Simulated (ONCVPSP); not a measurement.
# Plane-wave convergence, ONCV potential for mercury

```json
{
  "Element": "mercury (Hg)",
  "Generator": "ONCVPSP 4.0.1",
  "Type": "optimised norm-conserving Vanderbilt (ONCV)",
  "Functional": "PW91",
  "Relativity": "scalar-relativistic",
  "Frozen core": "[Xe] 4f14",
  "Valence charge": "12",
  "Reference configuration": "5d10 6s2",
  "Partial waves": "6s: rc 2.40 bohr, ncon 3, nbas 7, qcut 2.4 1/bohr, 3 projectors, debl 3 Ha; p scattering state at 0.08 Ha: rc 2.55 bohr, ncon 3, nbas 6, qcut 3.9 1/bohr, 2 projectors, debl 2 Ha; 5d: rc 1.75 bohr, ncon 5, nbas 10, qcut 10.3 1/bohr, local",
  "Local potential": "the d channel",
  "Core correction": "Teter function, fcfact 3.75, rcfact 1.15"
}
```

In the p channel the program set the typed energies aside and used 0.050, 2.050 Ha.

Question: For each optimised wave give the share of its norm inside rc, the residual kinetic energy above qcut (Ha) and the cutoffs (Ha) for errors of 10, 1, 0.1 and 0.01 mHa per electron.

Answer:

```csv
wave,norm inside rc,residual KE,10 mHa,1 mHa,0.1 mHa,0.01 mHa
6s,0.442,5.0e-03,2.3,12.2,27.4,58.1
s projector 2,0.170,2.4e-01,16.4,31.9,50.7,96.2
s projector 3,0.115,1.0e+00,15.6,40.8,70.8,not reached
p projector 1,0.308,4.8e-06,2.2,4.6,6.1,7.3
p projector 2,0.151,5.6e-05,5.2,6.3,7.6,27.9
5d,0.722,3.2e-08,17.1,21.7,25.7,38.3
```

The occupied waves need 22 Ha and 27 Ha for 1 and 0.1 mHa. Note: no bound ghost flagged; GHOST(+) flagged for p at 42.6 eV, s at 99.0 eV, s at 356.7 eV.
